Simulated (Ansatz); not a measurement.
Reaction (redistribution): `[CH3][Sn]([CH3])([CH3])[F]` + `C=C[SiH](Cl)Br` → `[CH3][Sn]([CH3])([CH3])[Br]` + `C=C[SiH](F)Cl`

Gas-phase electronic energies from Ansatz, PBE0-D4/def2-TZVP geometries. CCSD(T)/CBS is the MP2 limit (def2-TZVPP, def2-QZVPP) plus CCSD(T) − MP2 in def2-TZVPP, frozen cores. DFT in def2-TZVPP. Elements past krypton have def2 core potentials. For Br, Sn outer-core shells are correlated without core-valence functions, which leaves a few kJ/mol of doubt a bond. Scalar relativity is left out up to krypton. One conformer a species, not always the lowest.

`[CH3][Sn]([CH3])([CH3])[F]`:

```xyz
14

C     0.762    1.769   -0.776
Sn   -0.310    0.137    0.078
C    -0.778   -1.429   -1.290
C     0.436   -0.525    1.961
F    -2.042    0.901    0.512
H     1.770    1.461   -1.058
H     0.239    2.127   -1.663
H     0.829    2.581   -0.052
H    -1.284   -1.013   -2.162
H     0.130   -1.939   -1.615
H    -1.438   -2.151   -0.808
H     1.416   -0.990    1.844
H    -0.253   -1.252    2.392
H     0.524    0.324    2.639
```

`C=C[SiH](Cl)Br`:

Cartesian coordinates in Å:
```
C 0.650 -1.459 0.089
C -0.153 -0.503 0.548
Si -0.326 1.091 -0.354
Cl -2.275 1.401 -0.897
Br 0.309 2.774 0.938
H 1.224 -1.336 -0.825
H 0.772 -2.407 0.605
H -0.710 -0.663 1.468
H 0.509 1.101 -1.573
```

`[CH3][Sn]([CH3])([CH3])[Br]`:

```xyz
14

C     0.826    1.232    1.441
Sn    0.149   -0.306    0.126
C    -1.958   -0.630    0.218
C     0.887   -0.099   -1.866
Br    1.182   -2.422    0.997
H     0.418    2.196    1.133
H     0.500    1.013    2.458
H     1.914    1.280    1.419
H    -2.222   -1.489   -0.398
H    -2.490    0.250   -0.147
H    -2.253   -0.826    1.248
H     0.476    0.801   -2.327
H     0.596   -0.969   -2.455
H     1.974   -0.029   -1.848
```

`C=C[SiH](F)Cl`:

```xyz
9

C    -1.271   -0.586   -0.699
C    -0.482   -0.452    0.364
Si    1.076    0.515    0.250
F     2.333   -0.401    0.594
Cl    1.079    2.041    1.609
H    -1.019   -0.141   -1.658
H    -2.203   -1.142   -0.663
H    -0.775   -0.910    1.306
H     1.263    1.075   -1.104
```

| level | ΔE (kJ/mol) |
| --- | --- |
| PBE-D4 | -84.9 |
| CCSD(T)/def2-SVP | -92.1 |

(1) What does CCSD(T)/CBS give? (Best estimate.)

Largest T1 diagnostic among the species: 0.011.

## Answers

(1) Computed: -99.0 kJ/mol. The listed levels differ from it by 14.1, 6.9 kJ/mol.

At CCSD(T), def2-SVP lies +6.9 kJ/mol from the extrapolated value and def2-TZVPP −1.7 kJ/mol. From r2SCAN to r2SCAN0 (25 % exact exchange), in def2-TZVPP and without D4, ΔE moves by −5.8 kJ/mol. In def2-TZVPP, CCSD(T) changes the Hartree–Fock value by +14.4 kJ/mol (the triples alone add +2.6 kJ/mol) and MP2 by +13.5 kJ/mol.

CCSD(T)/CBS has its own doubt, a few kJ/mol and more with outer-core shells, so smaller differences from it don't rank the levels.
